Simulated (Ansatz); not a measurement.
[M(OH)4] with several metals: r2SCAN-D4/def2-TZVPD single points in Ansatz on relaxed structures, gas phase. Core potentials for Au, no spin–orbit coupling. HOMO and LUMO are taken over both spins. Singlets are spin-restricted. The spins of the ions were chosen, not always searched. Names give formal oxidation states. A dash marks a value that wasn't run or was left out as unsound. The structures are stationary points that may keep the symmetry of their start. Remarks come from the PBE and PBE0 runs and from stability tests at other levels; not every state was tested. A HOMO above zero means that the electron is unbound at that level and held by the basis, or that self-interaction error raises the level; the energy of removing that electron tells which. HOMO above LUMO (over both spins in singlets and doublets, within one spin in higher multiplets; at PBE or PBE0), or a gap under 0.15 eV within one spin, warns that the state may not be the lowest or that an electron is smeared out.

```json
{"species": "[Cu(OH)4]- (CuO4H4⁻)", "atoms": "9", "state": "singlet", "geometry": "PBE0-D4/def2-SVPD", "HOMO (eV)": "-1.21", "vertical IE (eV)": "4.19", "lowest of the spins relaxed": "singlet, of singlet/triplet", "point group (within 0.1 Å)": "C4h", "remarks": "gap within one spin near zero at PBE or PBE0 (neutral doublet), HOMO above LUMO (neutral doublet), HOMO above zero (triplet), gap within one spin near zero at PBE or PBE0 (triplet)"}
{"species": "[Au(OH)4]- (AuO4H4⁻)", "atoms": "9", "state": "singlet", "geometry": "PBE0-D4/def2-SVPD", "HOMO (eV)": "-1.02", "vertical IE (eV)": "3.88", "lowest of the spins relaxed": "singlet, of singlet/triplet", "point group (within 0.1 Å)": "C4h", "remarks": "gap within one spin near zero at PBE or PBE0 (neutral doublet), HOMO above LUMO (neutral doublet)"}
{"species": "[Ni(OH)4]2- (NiO4H4²⁻)", "atoms": "9", "state": "triplet", "geometry": "PBE-D4/def2-SVPD", "HOMO (eV)": "4.80", "vertical IE (eV)": "–", "lowest of the spins relaxed": "–", "point group (within 0.1 Å)": "C2", "remarks": "HOMO above zero at PBE or PBE0, HOMO above zero (singlet), restricted SCF unstable (singlet)"}
```
